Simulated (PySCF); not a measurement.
Molfile (atoms numbered from 1):
```
CH9NSi2
     RDKit          3D

 13 12  0  0  0  0  0  0  0  0999 V2000
   -1.6289    0.8547   -0.3834 N   0  0  0  0  0  0  0  0  0  0  0  0
   -1.0333   -0.7668   -0.2100 Si  0  0  0  0  0  4  0  0  0  0  0  0
    0.8202   -0.7373   -0.5047 C   0  0  0  0  0  0  0  0  0  0  0  0
    1.6629    0.7580    0.2722 Si  0  0  0  0  0  4  0  0  0  0  0  0
   -1.5011    1.3481   -1.2606 H   0  0  0  0  0  0  0  0  0  0  0  0
   -2.5156    1.1086    0.0375 H   0  0  0  0  0  0  0  0  0  0  0  0
   -1.6585   -1.7890   -1.1189 H   0  0  0  0  0  0  0  0  0  0  0  0
   -1.3433   -1.1747    1.1946 H   0  0  0  0  0  0  0  0  0  0  0  0
    1.0283   -0.7361   -1.5889 H   0  0  0  0  0  0  0  0  0  0  0  0
    1.2636   -1.6649   -0.1043 H   0  0  0  0  0  0  0  0  0  0  0  0
    1.2108    0.9550    1.6832 H   0  0  0  0  0  0  0  0  0  0  0  0
    3.1488    0.5679    0.2870 H   0  0  0  0  0  0  0  0  0  0  0  0
    1.3726    1.9975   -0.5097 H   0  0  0  0  0  0  0  0  0  0  0  0
  1  2  1  0
  2  3  1  0
  3  4  1  0
  1  5  1  0
  1  6  1  0
  2  7  1  0
  2  8  1  0
  3  9  1  0
  3 10  1  0
  4 11  1  0
  4 12  1  0
  4 13  1  0
M  END
```

Geometry: PBE0-D3(BJ)/def2-SVP; GIAO absolute shieldings from PySCF, gas phase, non-relativistic, averaged over equivalent atoms.

At PBE0/aug-cc-pVDZ (181 basis functions, 15 s wall time on 1 thread of an Arm Neoverse V1, shared host):
| atoms | σ (ppm) |
| --- | --- |
| N1 | 261.3 |
| Si2 | 441.6 |
| Si4 | 482.8 |
| C3 | 204.9 |
| H7/H8 | 26.30 |
| H11/H12/H13 | 27.29 |
| H9/H10 | 31.26 |
| H5/H6 | 31.51 |

**Question.** Estimate the result of repeating the calculation with PBE0/def2-TZVP.

**Answer.** 
| atoms | σ at PBE0/def2-TZVP | change |
| --- | --- | --- |
| N1 | 252.1 | -9.2 |
| Si2 | 360.9 | -80.7 |
| Si4 | 400.7 | -82.1 |
| C3 | 195.6 | -9.3 |
| H7/H8 | 26.30 | +0.00 |
| H11/H12/H13 | 27.22 | -0.07 |
| H9/H10 | 31.42 | +0.16 |
| H5/H6 | 31.63 | +0.12 |

The largest change is at Si4 (silicon bonded to C, 3 H). Cost: 190 basis functions, 16 s wall time on 1 thread of an Arm Neoverse V1, shared host.
